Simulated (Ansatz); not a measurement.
Isolated molecules relaxed with PBE0-D4/def2-TZVP in Ansatz; ΔE leaves out vibrations. CBS: MP2 limit from def2 TZ/QZ plus the TZ coupled-cluster correction, frozen cores. This one scheme is used for every species. DFT in def2-TZVPP.

`C[SiH]1BCC1` + H₂ → `B1CC[SiH2]1` + CH₄  (hydrogenolysis of the Si–C bond)

(1) Is it downhill or uphill in electronic energy at CCSD(T)/CBS, and by how much? (An estimate is asked.)

(2) What do these levels give: PBE-D4, r2SCAN-D4, PBE, PBE0, SCS-MP2/def2-TZVPP, CCSD/def2-TZVPP, CCSD(T)/def2-TZVPP, HF/def2-QZVPP, MP2/def2-QZVPP, SCS-MP2/def2-QZVPP, MP2/CBS(def2), CCSD/CBS(def2)? (Best estimate.)

Largest T1 diagnostic among the species: 0.012.

Results:

(1) Computed: Downhill: ΔE = -6.7 kcal/mol.

(2) Computed: PBE-D4 -6.4, r2SCAN-D4 -6.7, PBE -7.9, PBE0 -8.3, SCS-MP2/def2-TZVPP -7.4, CCSD/def2-TZVPP -8.3, CCSD(T)/def2-TZVPP -7.3, HF/def2-QZVPP -12.3, MP2/def2-QZVPP -5.6, SCS-MP2/def2-QZVPP -7.0, MP2/CBS(def2) -5.3, CCSD/CBS(def2) -7.6 kcal/mol.

The D4 term adds +2.2 kcal/mol with B3LYP and +1.3 kcal/mol with PBE0; it sums over pairs of atoms, weighted by their polarisabilities, and B3LYP, whose exchange is more repulsive, gets the larger term. In def2-TZVPP, CCSD(T) changes the Hartree–Fock value by +5.1 kcal/mol (the triples alone add +1.0 kcal/mol) and MP2 by +6.4 kcal/mol.

B3LYP here is the variant with VWN-RPA as its local correlation; programs differ in this.
